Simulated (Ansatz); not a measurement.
Ansatz (a quantum-chemistry and plane-wave program) input (PBE/def2-TZVPD):

Ansatz 0.2 input:
```yaml
crystal:
  periodic: [false, false, false]
  atoms:
    - {symbol: Os, position_ang: [0.07187706, -0.04944983, 0.07858670]}
    - {symbol: O, position_ang: [0.86079507, 0.45322953, -1.33546470]}
    - {symbol: O, position_ang: [-1.54362716, 0.01654383, 0.58889100]}
basis:
  gaussian:
    orbitals: def2-TZVPD
hamiltonian:
  xc: {name: PBE}
total_charge: -1
magnetization: {spin_polarized: true, initial_magnetization: 1}
```

Output:

```
Functional definition: PBE
integrals: 0.04 GiB planned
741 factors; their error is unknown
mean field: 0.41 GiB planned
mean field evaluation 1: about -6556.5026 eV, gradient 4.1e1 eV
mean field evaluation 2: about -6444.9026 eV, gradient 1.7e2 eV
mean field evaluation 4: about -6562.0639 eV, gradient 1.4e1 eV
mean field evaluation 8: about -6562.8683 eV, gradient 1.4e-1 eV
mean field evaluation 16: about -6562.8588 eV, gradient 1.6e-4 eV
mean field evaluation 32: about -6560.9650 eV, gradient 8.8e-3 eV
mean field evaluation 64: about -6561.1931 eV, gradient 1.2e0 eV
mean field evaluation 96: about -6560.0612 eV, gradient 4.2e-1 eV
mean field -6562.85878332 eV, -241.1806118217 hartree, gradient 5.4e-6 eV, S^2 0.752979; 12 other end points of the search recorded, 0 dependent functions left out
reference -6562.85883501 eV, -241.1806137210 hartree; 17, 16 occupied and 106, 107 virtual orbitals, 741 factors
Total energy: -6562.85883501 eV, -241.1806137210 hartree
```

This state (charge -1, doublet) is run at the relaxed geometry of the species with charge 0 and multiplicity 3.
